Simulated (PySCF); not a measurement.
These compounds are isomers of formula CH$_{11}$ClSi$_{4}$.

A. `[SiH3]C[Si]([SiH3])([SiH3])Cl`
B. `[Si@](C)([SiH3])(Cl)[SiH2][SiH3]`
C. `[SiH3][Si]([SiH3])([SiH3])CCl`

Spectrum 1. 1H NMR (300 MHz, computed): δ 3.65 (s, 3H), 3.65 (m, 3H), 3.56 (m, 1H), 3.39 (m, 1H), 0.66 (s, 3H). 13C{1H} NMR (computed): δ 8.1 (CH3).

Spectrum 2. 1H NMR (300 MHz, computed): δ 3.91 (t, 3H), 3.63 (s, 6H), 0.77 (q, 2H). 13C{1H} NMR (computed): δ 5.1 (CH2).

Spectrum 3. 1H NMR (300 MHz, computed): δ 3.62 (s, 9H), 3.15 (s, 2H). 13C{1H} NMR (computed): δ 34.6 (CH2).

How the numbers were obtained: σ from GIAO-PBE0/pcSseg-1, GFN2-xTB geometry, in PySCF 2.14 (fast rotation and ring inversion assumed for equivalent nuclei, relativity neglected, a single conformation, in vacuum).

Scale: TMS for 1H (σref 31.72), 13C (σref 186.93) (reference shieldings calculated alike). Where no couplings were computed, multiplicities follow the n + 1 count of equivalent neighbours, and m marks all less simple cases (inequivalent or close neighbours, rings, F or P nearby). Shifts are as computed. Against solution values, carbons near 30 ppm lie about +3 ppm off and those near 130 ppm about +5 ppm; carbons on Cl a further +6 ppm. Of 1309 compounds with measured shifts, 239 miss one by over three times the rms of a fit or turn the order of signals round; such compounds aren't used in these exercises. Carbons bonded to Cl come out too deshielded.

Task: Which spectrum belongs to which compound?

Result: 1–B, 2–A, 3–C.

- Spectrum 1 (B): a single 13C signal, at 8.1 ppm (methyl carbon bonded to Si); δH 0.66 is the hydrogen on a methyl carbon bonded to Si; δH 3.65 is the hydrogen on a silicon bonded to Si.
- Spectrum 2 (A): a single 13C signal, at 5.1 ppm (sp3 CH2 bonded to 2 Si); δH 0.77 is the hydrogen on an sp3 CH2 bonded to 2 Si; δH 3.91 is the hydrogen on a silicon bonded to C.
- Spectrum 3 (C): a single 13C signal, at 34.6 ppm (sp3 CH2 bonded to Cl and Si); δH 3.15 is the hydrogen on an sp3 CH2 bonded to Cl and Si; δH 3.62 is the hydrogen on a silicon bonded to Si.
